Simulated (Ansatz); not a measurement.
B₄F₂⁻. The state is a doublet with charge -1. Geometry PBE-D4/def2-SVP, that of the neutral singlet; atoms count from 1.

```xyz
6

B    -0.896    1.069    0.332
B     0.698    0.422   -0.031
B    -0.698   -0.422    0.031
B     0.896   -1.069   -0.332
F     1.293   -2.290   -0.615
F    -1.293    2.290    0.615
```

The structure comes from a short search, and lower isomers may exist.

Q: Estimate the Mulliken populations from the PBE0/def2-TZVPD orbitals of Ansatz.

A: 
```tsv
atom	charge (e)	spin (α − β)
B1	-0.15	-0.28
B2	0.09	0.80
B3	0.09	0.80
B4	-0.15	-0.28
F5	-0.44	-0.02
F6	-0.44	-0.02
```
Mulliken values and Mayer orders depend strongly on the basis. With diffuse functions, as here, like atoms can get unlike values, and bond orders can come out too low or too high.

Q: Where does the spin sit?

A: Summed by element: B 1.05, F -0.05, of 1 unpaired in all. Largest on single atoms: B3 0.80, B2 0.80, B4 -0.28.

Q: And the Mayer bond orders between bonded heavy atoms (over 0.3)?

A: B1–B2 0.52 (1.76 Å); B1–B3 0.69 (1.53 Å); B1–F6 1.18 (1.31 Å); B2–B3 1.05 (1.63 Å); B2–B4 0.69 (1.53 Å); B3–B4 0.52 (1.76 Å); B4–F5 1.18 (1.31 Å). Values over 0.3 also appear between atoms too far apart for a bond (B1–B4 1.06 at 2.87 Å); they arise where an orbital or an unpaired electron spreads over both atoms.
